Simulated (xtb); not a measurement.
CHNO, charge -1, doublet, geometry from GFN2-xTB of the parent state (a state made from the parent by changing its charge; the spin is typed, not shown lowest); GFN2-xTB (xtb).

Here is a job for xtb.
```
$ xtb mol.xyz --gfn 2 --chrg -1 --uhf 1 --json

# file mol.xyz
4

N     -1.09019945     0.19550444     0.26322046
C      0.04813358    -0.04939770     0.01378604
O      1.14545157    -0.10550804    -0.33882666
H     -1.82101787    -0.22808056     0.78535375
```

What the program printed (banner, timings and long lists left out):

```
   ID    Z sym.   atoms
    1    7 N      1
    2    6 C      2
    3    8 O      3
    4    1 H      4

           -------------------------------------------------
          |                Calculation Setup                |
           -------------------------------------------------

           -------------------------------------------------
          |                 G F N 2 - x T B                 |
           -------------------------------------------------

          ...................................................
          :                      SETUP                      :
          :.................................................:
          :  # basis functions                  13          :
          :  # atomic orbitals                  13          :
          :  # shells                            7          :
          :  # electrons                        17          :
          :  max. iterations                   250          :
          :  Hamiltonian                  GFN2-xTB          :
          :  restarted?                      false          :
          :  GBSA solvation                  false          :
          :  PC potential                    false          :
          :  electronic temp.          300.0000000     K    :
          :  accuracy                    1.0000000          :
          :  -> integral cutoff          0.2500000E+02      :
          :  -> integral neglect         0.1000000E-07      :
          :  -> SCF convergence          0.1000000E-05 Eh   :
          :  -> wf. convergence          0.1000000E-03 e    :
          :  Broyden damping             0.4000000          :
          :  net charge                         -1          :
          :  unpaired electrons                  1          :
          ...................................................

 iter      E             dE          RMSdq      gap      omega  full diag
   1     -9.8191589 -0.981916E+01  0.545E+00    1.12       0.0  T
   2     -9.8283812 -0.922229E-02  0.283E+00    0.99       1.0  T
   3     -9.8284827 -0.101535E-03  0.922E-01    0.94       1.0  T
   4     -9.8287821 -0.299404E-03  0.149E-01    0.92       1.0  T
   5     -9.8287954 -0.133063E-04  0.660E-02    0.92       1.0  T
   6     -9.8287962 -0.830137E-06  0.147E-02    0.92       3.4  T
   7     -9.8287963 -0.579798E-07  0.430E-03    0.92      11.6  T
   8     -9.8287963 -0.235674E-07  0.132E-03    0.92      38.0  T
[...]
         :: total energy              -9.676704920025 Eh    ::
[...]
        10                          0.1685089               4.5854 (LUMO)
        11                          0.3712835              10.1031
        12                          0.7616991              20.7269
        13                          1.6457461              44.7830
      -------------------------------------------------------------
                  HL-Gap            0.0336368 Eh            0.9153 eV
             Fermi-level            0.0794328 Eh            2.1615 eV

     #   Z          covCN         q      C6AA      α(0)
     1   7 N        1.772    -0.532    35.374     8.807
     2   6 C        1.766     0.126    28.154     8.579
     3   8 O        0.856    -0.603    26.189     6.861
     4   1 H        0.861     0.009     2.923     2.678

 Mol. C6AA /au·bohr⁶  :        324.999066
 Mol. C8AA /au·bohr⁸  :       7251.771060
 Mol. α(0) /au        :         26.925473

Wiberg/Mayer (AO) data.
largest (>0.10) Wiberg bond orders for each atom

 ---------------------------------------------------------------------------
     #   Z sym  total        # sym  WBO       # sym  WBO       # sym  WBO
 ---------------------------------------------------------------------------
     1   7 N    2.924 --     2 C    1.766     4 H    0.921     3 O    0.237
     2   6 C    3.454 --     1 N    1.766     3 O    1.634
     3   8 O    1.891 --     2 C    1.634     1 N    0.237
     4   1 H    0.995 --     1 N    0.921
 ---------------------------------------------------------------------------

Topologies differ in total number of bonds
Writing topology from bond orders to xtbtopo.mol

molecular dipole:
                 x           y           z       tot (Debye)
 q only:       -0.229      -0.092       0.138
   full:       -0.331      -0.315       0.313       1.407
molecular quadrupole (traceless):
                xx          xy          yy          xz          yz          zz
 q only:       -4.747       1.016       2.572       2.001      -0.271       2.175
  q+dip:       -5.076       1.974       2.487       1.569      -0.472       2.589
   full:       -5.387       2.215       2.466       1.726      -0.195       2.921

           -------------------------------------------------
          | TOTAL ENERGY               -9.676704920025 Eh   |
          | GRADIENT NORM               0.282274136584 Eh/α |
          | HOMO-LUMO GAP               0.915304281199 eV   |
           -------------------------------------------------

normal termination of xtb
```
